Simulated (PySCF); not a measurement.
## Simulated absorption spectrum

Compound: cyclo-(F2GeSe)2.
Geometry (PBE0-D3(BJ)/def2-SVP, Å), atoms numbered from 1 in this order:
```xyz
8
F4Ge2Se2 angstrom
Ge    -0.4446   -1.3550    0.3684
F      0.0756   -2.3471    1.6755
F     -1.6379   -2.3384   -0.3890
Se    -1.2500    0.7271    1.0682
Ge     0.4787    1.3342   -0.3879
F     -0.0436    2.3225   -1.6973
F      1.6742    2.3185    0.3643
Se     1.2858   -0.7475   -1.0859
```

The calculation used PySCF 2.14.0, density-fitted response routines, TDDFT CAM-B3LYP/def2-SVPD, vertical, gas phase, core orbitals frozen in the response. The CAM-B3LYP/def2-SVPD calculation is non-relativistic and has no spin–orbit coupling, an omission that weighs most on germanium and selenium.

Each state is given a Gaussian of 0.5 eV full width at half maximum, with ε(max) = 2.175×10⁸ f / Δν̃ (Δν̃ the width in cm⁻¹). The width is an assumption, not a result. The curve ends short of the highest state used, and states not computed would add to its high-energy end.

(λ (nm), ε (L mol⁻¹ cm⁻¹)): (174.8, 7559), (178.7, 3992), (182.5, 1625), (186.3, 1209), (190.2, 1955), (194.0, 2823), (197.8, 3153), (201.7, 2829), (205.5, 2272), (209.4, 1920), (213.2, 1885), (217.0, 1910), (220.9, 1736), (224.7, 1343), (228.5, 878), (232.4, 481), (236.2, 231), (240.0, 97), (243.9, 35), (247.7, 12), (251.6, 3), (255.4, 1), (259.2, 0), (263.1, 0), (266.9, 0), (270.7, 0), (274.6, 0), (278.4, 0), (282.2, 0), (286.1, 0), (289.9, 0), (293.7, 0), (297.6, 0), (301.4, 0), (305.3, 0), (309.1, 0), (312.9, 0), (316.8, 0), (320.6, 0), (324.4, 0), (328.3, 0), (332.1, 0), (335.9, 0), (339.8, 0), (343.6, 0), (347.5, 0), (351.3, 0), (355.1, 0), (359.0, 0), (362.8, 0), (366.6, 0), (370.5, 0), (374.3, 0), (378.1, 0), (382.0, 0), (385.8, 0)

Question: Locate the maxima and give the states behind the curve.

Answer: 216 nm (5.74 eV), ε about 1900, made up of S5 (88%) and S6 (11%) (hardly more than a shoulder); 198 nm (6.27 eV), ε about 3200, made up of S6 (47%) and S7 (52%) (ε in L mol⁻¹ cm⁻¹; maxima over ε = 5, shares over 10%). At its high-energy end, 7.09 eV, the curve is still rising (ε about 7500, from S11). The states used: S1 3.96 eV (f 0.0000); S2 4.74 eV (f 0.0000); S3 4.96 eV (f 0.0000); S4 5.14 eV (f 0.0000); S5 5.68 eV (f 0.033); S6 6.17 eV (f 0.031); S7 6.38 eV (f 0.034); S8 6.71 eV (f 0.0000); S9 6.82 eV (f 0.0000); S10 7.08 eV (f 0.0030); S11 7.21 eV (f 0.157); S12 7.39 eV (f 0.0000); S13 7.53 eV (f 0.0000); S14 7.53 eV (f 0.0099); S15 7.69 eV (f 0.0000).

Question: Does any computed singlet lie in the visible range?

Answer: No computed singlet lies in the visible range (380 to 750 nm); the lowest, at 313 nm, stands 0.70 eV above its violet end (3.26 eV).

Question: What would ε be at 6.27 eV, the highest of these maxima, with half the width (0.25 eV)?

Answer: About 4410 L mol⁻¹ cm⁻¹ against 3150, a factor of about 1.4; a lone state at its own centre would give exactly 2.

Question: Coming from long wavelengths, where does ε first pass 100 L mol⁻¹ cm⁻¹?

Answer: At about 240 nm (5.17 eV), 1.21 eV above S1.

One conformer stands for the species.
